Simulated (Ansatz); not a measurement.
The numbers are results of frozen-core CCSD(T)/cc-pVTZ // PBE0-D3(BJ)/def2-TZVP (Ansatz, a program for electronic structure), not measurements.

Ansatz 0.2 input:
```yaml
crystal:
  periodic: [false, false, false]
  atoms:
    - { symbol: C, position_ang: [2.613961, -0.325493, -0.342481] }
    - { symbol: C, position_ang: [1.553491, 0.029727, 0.092318] }
    - { symbol: C, position_ang: [0.257087, 0.441401, 0.610406] }
    - { symbol: C, position_ang: [-0.863868, -0.422029, 0.108678] }
    - { symbol: C, position_ang: [-1.935585, 0.040835, -0.514353] }
    - { symbol: H, position_ang: [3.555185, -0.636378, -0.729214] }
    - { symbol: H, position_ang: [0.29177, 0.396416, 1.706339] }
    - { symbol: H, position_ang: [0.069091, 1.486429, 0.345494] }
    - { symbol: H, position_ang: [-0.754077, -1.488501, 0.286491] }
    - { symbol: H, position_ang: [-2.062468, 1.099975, -0.715659] }
    - { symbol: H, position_ang: [-2.724586, -0.622382, -0.848022] }
basis:
  gaussian: { orbitals: cc-pVTZ }
correlation:
  method: ccsd_t
```

Output:

```
Functional definition: HF
1330 factors; integrals over basis functions are off by at most 9.9e-4 eV
mean field evaluation 1: about -5243.0660 eV, gradient 3.3e1 eV
mean field evaluation 2: about -5243.4483 eV, gradient 3.3e1 eV
mean field evaluation 4: about -5246.5974 eV, gradient 3.1e0 eV
mean field evaluation 8: about -5246.6328 eV, gradient 1.7e-1 eV
mean field evaluation 16: about -5245.9598 eV, gradient 1.1e1 eV
mean field -5246.63291779 eV, -192.8102034332 hartree, gradient 1.3e-6 eV, S^2 0.000000; 0 other end points of the search recorded, 0 dependent functions left out
5 core orbitals not correlated
reference -5246.63291779 eV, -192.8102034332 hartree; 13, 13 occupied and 216, 216 virtual orbitals, 1330 factors
second order -21.63837753 eV of doubles, -0.00000000 eV of singles
cycle   1  -21.84823701 eV  change   -2.1e-1 eV  update   1.0e-1
cycle   2  -22.44642543 eV  change   -6.0e-1 eV  update   3.3e-2
cycle   3  -22.57099821 eV  change   -1.2e-1 eV  update   1.5e-2
cycle   4  -22.57115680 eV  change   -1.6e-4 eV  update   4.1e-3
cycle   5  -22.57362314 eV  change   -2.5e-3 eV  update   1.4e-3
cycle   6  -22.57421635 eV  change   -5.9e-4 eV  update   3.7e-4
cycle   7  -22.57422385 eV  change   -7.5e-6 eV  update   1.1e-4
cycle   8  -22.57426391 eV  change   -4.0e-5 eV  update   3.8e-5
cycle   9  -22.57428381 eV  change   -2.0e-5 eV  update   1.3e-5
perturbative correction -1.09313531 eV, -0.0401719816 hartree
Total energy: -5270.30033691 eV, -193.6799650435 hartree
```

Cost: roughly 3 core-minutes.
